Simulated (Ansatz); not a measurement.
One geometry of Cs2F3, several levels of theory.

```yaml
crystal:
  periodic: [false, false, false]
  atoms:
    - {symbol: Cs, position_ang: [-1.132097, -0.041676, -1.671943]}
    - {symbol: Cs, position_ang: [1.129709, 0.042049, 1.673351]}
    - {symbol: F, position_ang: [1.385525, 0.835503, -0.957588]}
    - {symbol: F, position_ang: [-1.311215, 1.041467, 0.860559]}
    - {symbol: F, position_ang: [-0.071922, -1.877344, 0.095621]}
basis:
  gaussian: {orbitals: def2-TZVP, initial_orbitals: start.molden}
magnetization: {spin_polarized: true, initial_magnetization: 1}
hamiltonian: {xc: pbe, dispersion: d4}
scf: {omitted_lower_state_checks: [starts]}
output: {forces: true, orbitals: {seedname: orbitals}}
```

The file start.molden holds the orbitals of an earlier run on this structure, at another level or in another basis.

```sh
$ ansatz run in.yaml --threads 4 --pin off --events-out ev --progress --plain --max-ram 3916MiB
```

Output, abridged:

```
Functional definition: PBE
1104 factors; their error is unknown
mean field evaluation 1: about -9246.4663 eV, gradient 6.5e0 eV
mean field evaluation 2: about -9246.5854 eV, gradient 1.5e-1 eV
mean field evaluation 4: about -9246.5791 eV, gradient 5.7e-4 eV
mean field evaluation 8: about -9246.5791 eV, gradient 2.9e-5 eV
mean field evaluation 16: about -9246.5791 eV, gradient 1.7e-6 eV
mean field -9246.57914204 eV, -339.8055159135 hartree, gradient 1.7e-6 eV, S^2 0.753003; 0 other end points of the search recorded, 0 dependent functions left out
reference -9246.57925398 eV, -339.8055200274 hartree; 23, 22 occupied and 128, 129 virtual orbitals, 1104 factors
Total energy: -9246.66355955 eV, -339.8086181997 hartree
Atom 0 at    -1.132097    -0.041676    -1.671943 Å, force    -0.100531    -0.003557    -0.147773 eV/Å
Atom 1 at     1.129709     0.042049     1.673351 Å, force     0.100302     0.003748     0.149299 eV/Å
Atom 2 at     1.385525     0.835503    -0.957588 Å, force     0.059280     0.035166    -0.041481 eV/Å
Atom 3 at    -1.311215     1.041467     0.860559 Å, force    -0.056741     0.045469     0.036718 eV/Å
Atom 4 at    -0.071922    -1.877344     0.095621 Å, force    -0.002310    -0.080825     0.003236 eV/Å
Dipole moment:    -0.002003     0.000287     0.000944 e Å
Checks for a lower state left out: starts
```

Hardware: 4 threads of Arm Neoverse V1 on a shared host. Wall time 6 s.

As the first input, with `gaussian: {orbitals: def2-SVP, initial_orbitals: start.molden}`, `correlation: {method: ccsd_t}`, `scf: {omitted_lower_state_checks: [starts, cluster_reference]}`, `output: {orbitals: {seedname: orbitals}}` and without the key `hamiltonian` (abridged; 38 s):

```
Functional definition: HF
mean field evaluation 16: about -9192.5467 eV, gradient 1.0e-3 eV
mean field -9192.54670315 eV, -337.8198604090 hartree, gradient 2.0e-6 eV, S^2 0.752933
3 core orbitals not correlated: weight in the atoms' cores, before any rotation towards them, 1.000 or more for the frozen orbitals, at most 0.000 for the correlated occupied ones
second order -16.96538504 eV of doubles, -0.00000000 eV of singles
cycle   1  -17.07334250 eV  change   -1.1e-1 eV  update   1.2e-1
cycle   2  -17.40637755 eV  change   -3.3e-1 eV  update   4.8e-2
cycle   3  -17.53220397 eV  change   -1.3e-1 eV  update   2.7e-2
cycle   4  -17.54788180 eV  change   -1.6e-2 eV  update   1.0e-2
cycle   5  -17.54325356 eV  change    4.6e-3 eV  update   6.7e-3
cycle   6  -17.54122523 eV  change    2.0e-3 eV  update   4.4e-3
cycle   7  -17.54245931 eV  change   -1.2e-3 eV  update   4.1e-3
cycle   8  -17.54409006 eV  change   -1.6e-3 eV  update   3.6e-3
cycle   9  -17.54583647 eV  change   -1.7e-3 eV  update   3.0e-3
cycle  10  -17.54816659 eV  change   -2.3e-3 eV  update   2.5e-3
cycle  11  -17.54849843 eV  change   -3.3e-4 eV  update   1.6e-3
cycle  12  -17.54766993 eV  change    8.3e-4 eV  update   8.4e-4
cycle  13  -17.54815606 eV  change   -4.9e-4 eV  update   5.7e-4
cycle  14  -17.54790488 eV  change    2.5e-4 eV  update   3.8e-4
cycle  15  -17.54806508 eV  change   -1.6e-4 eV  update   3.7e-4
cycle  16  -17.54807715 eV  change   -1.2e-5 eV  update   3.2e-4
cycle  17  -17.54816888 eV  change   -9.2e-5 eV  update   2.9e-4
cycle  18  -17.54825755 eV  change   -8.9e-5 eV  update   2.2e-4
cycle  19  -17.54817705 eV  change    8.0e-5 eV  update   1.2e-4
cycle  20  -17.54813169 eV  change    4.5e-5 eV  update   6.5e-5
cycle  21  -17.54810661 eV  change    2.5e-5 eV  update   4.2e-5
perturbative correction -0.22413573 eV, -0.0082368361 hartree
Total energy: -9210.31894550 eV, -338.4729782685 hartree
Checks for a lower state left out: starts, cluster_reference
```

As the first input, with `hamiltonian: {xc: {name: LC-wPBE}}`, `output: {orbitals: {seedname: orbitals}}` (abridged; 12 s):

```
Functional definition: LC-wPBE
mean field -9249.36921806 eV, -339.9080493162 hartree, gradient 4.3e-6 eV, S^2 0.760268
Total energy: -9249.36921817 eV, -339.9080493201 hartree
Checks for a lower state left out: starts
```

The first input with `hamiltonian: {xc: pbe0, dispersion: d4}`, `output: {orbitals: {seedname: orbitals}}` (abridged; 11 s):

```
Functional definition: PBE0
mean field -9245.09886625 eV, -339.7511167815 hartree, gradient 8.0e-6 eV, S^2 0.761224
Total energy: -9245.17134145 eV, -339.7537801961 hartree
Checks for a lower state left out: starts
```

First input, but with `hamiltonian: {xc: {name: BHLYP}, dispersion: d4}`, `output: {orbitals: {seedname: orbitals}}` (abridged; 17 s):

```
Functional definition: BHLYP
mean field evaluation 16: about -9246.0100 eV, gradient 1.4e-5 eV
mean field -9246.01001259 eV, -339.7846007919 hartree, gradient 4.1e-6 eV, S^2 0.774515
Total energy: -9246.17349932 eV, -339.7906088187 hartree
Checks for a lower state left out: starts
```

As the first input, with `hamiltonian: {xc: r2scan, dispersion: d4}`, `output: {orbitals: {seedname: orbitals}}` (abridged; 21 s):

```
Functional definition: r2SCAN
mean field evaluation 16: about -9250.8837 eV, gradient 2.5e-6 eV
mean field -9250.88369889 eV, -339.9637054601 hartree, gradient 2.4e-6 eV, S^2 0.755633
Total energy: -9250.90072873 eV, -339.9643312951 hartree
Checks for a lower state left out: starts
```

Geometry: r2SCAN-D4/def2-SVP.

In the def2 sets Cs takes a core potential; there is no spin–orbit coupling. LC-ωPBE has ω = 0.4 bohr⁻¹. Correlated methods freeze 3 core orbitals; core or outer-core shells of Cs are correlated, in sets that lack core-valence functions. Another isomer (doublet) lies 0.81 eV lower at PBE0-D4/def2-TZVP; other spin states weren't run for this one.
